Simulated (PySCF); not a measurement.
# Bromine: a sound run and one with changed settings

Sound run: Br²⁺ [Ar] 3d10 4s2 4p3, Br³⁺ [Ar] 3d10 4s2 4p2. All numbers are calculated (PySCF 2.14, scalar relativity by spin-free X2C-1e, in x2c-SVPall). In the sound run the correlated levels freeze [Ar] 3d10. The sound run starts from symmetry-adapted Hartree-Fock orbitals and uses a fine grid where one is needed.

Changed run: a valence shell is frozen. This setting is unsound on purpose.

```csv
species,method,sound run (hartree),changed run (hartree),converged
Br²⁺,MP2,-2602.87680,-2602.83010,yes
Br²⁺,CCSD(T),-2602.89277,-2602.83482,yes
Br³⁺,MP2,-2601.59140,-2601.54851,yes
Br³⁺,CCSD(T),-2601.60923,-2601.55042,yes
```

Ionisation energy of Br²⁺:

| method | sound run (eV) | changed run (eV) |
| --- | --- | --- |
| UHF | 34.606 | 34.606 |
| MP2 | 34.978 | 34.874 |
| SCS-MP2 | 34.843 | 34.696 |
| CCSD | 34.923 | 34.950 |
| CCSD(T) | 34.927 | 34.950 |

Freezing a valence shell removes pair correlation that changes on ionisation.

For comparison, NIST gives 34.871 ± 0.019 eV between the lowest levels.
